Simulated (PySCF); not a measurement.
An unknown shows these calculated signals:

1H NMR (300 MHz, computed): δ 6.31 (t, 1H), 4.16 (m, 2H), 4.00 (s, 3H), 3.96 (m, 2H), 0.25 (t, 3H).

13C{1H} NMR (computed): δ 149.2 (C), 127.0 (CH), 118.0 (C), 58.1 (CH3), -7.8 (CH3).

Level of theory: geometry: GFN2-xTB, shieldings: GIAO PBE0/pcSseg-1, in PySCF (no solvent, non-relativistic, one averaged value for each set of equivalent atoms, single conformer).

References, each an isolated molecule treated in the same way: 1H and 13C against TMS.

Which of these does the molecule contain: a non-aromatic C=C double bond, a Si–H bond, a nitrile, an OH group, an aldehyde, an NH or NH2 group?

Answers


- A non-aromatic C=C double bond: yes.
- A Si–H bond: yes (δH 4.16 (m)).
- A nitrile: yes (δC 118.0).
- An OH group: no.
- An aldehyde: no.
- An NH or NH2 group: no.

The data belong to SMILES O(C)/C(C#N)=C\[SiH2][SiH2]C, C$_{5}$H$_{11}$NOSi$_{2}$; they needn't prove each group on their own.

Carbon signals by region: 3 in the sp2 and nitrile region (100–160 ppm), 1 at 50–100 ppm, 1 below 50 ppm.

Shifts are as computed. Against solution values, carbons near 30 ppm lie about +3 ppm off and those near 130 ppm about +5 ppm. Of 1309 compounds with measured shifts, 239 miss one by over three times the rms of a fit or turn the order of signals round; such compounds aren't used in these exercises. No couplings were computed; multiplicities are counted from neighbouring protons, with m where these are inequivalent, close in shift, in a saturated or five-membered ring or joined by F or P, and br s for small geminal =CH2 splittings.
